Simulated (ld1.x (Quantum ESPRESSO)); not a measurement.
# Reading a pseudo-wave (thulium)

Columns: radius, all-electron u(r) and pseudo u(r) of the 5s shell (level -53.42 eV) of thulium in the configuration [Kr] 4d10 4f13 5s2 5p6 5d0 6s2 6p0; PBEsol, scalar-relativistic, TM scheme, ld1.x (Quantum ESPRESSO) 7.5.

```csv
r (bohr),all-electron,pseudo
0.123,0.2366,0.0697
0.245,0.0296,0.1473
0.368,-0.5417,0.2432
0.490,-0.3928,0.3648
0.613,0.0958,0.5187
0.735,0.5571,0.6948
0.858,0.8698,0.8693
0.980,1.0254,0.9980
1.103,1.0630,1.0493
1.225,1.0231,1.0207
1.348,0.9382,0.9381
1.470,0.8332,0.8332
1.593,0.7219,0.7219
1.715,0.6154,0.6154
1.838,0.5169,0.5169
1.960,0.4303,0.4303
2.083,0.3546,0.3546
2.205,0.2908,0.2908
2.328,0.2368,0.2368
2.450,0.1923,0.1923
2.573,0.1554,0.1554
2.695,0.1254,0.1254
2.818,0.1008,0.1008
2.940,0.0809,0.0809
3.063,0.0648,0.0648
3.185,0.0519,0.0519
```

(1) How many radial nodes do the two functions have?

(2) At about which radius was the pseudo-wave matched?

(3) Where does each function peak?

(4) Is the pseudo-wave norm-conserving?

Results:

(1) The all-electron 5s function has n − l − 1 = 4 (the table is too coarse to show those close to the nucleus); the pseudo-wave has 0, since the states of the same l below it are removed with the core.

(2) 1.45 bohr, where the columns begin to agree (steps of 0.12 bohr).

(3) Outermost all-electron maximum near 1.10 bohr, pseudo maximum near 1.10 bohr (to the table’s step).

(4) Yes: the TM scheme keeps the norm inside the radius equal to the all-electron one, which fixes the energy derivative of the logarithmic derivative at the level.
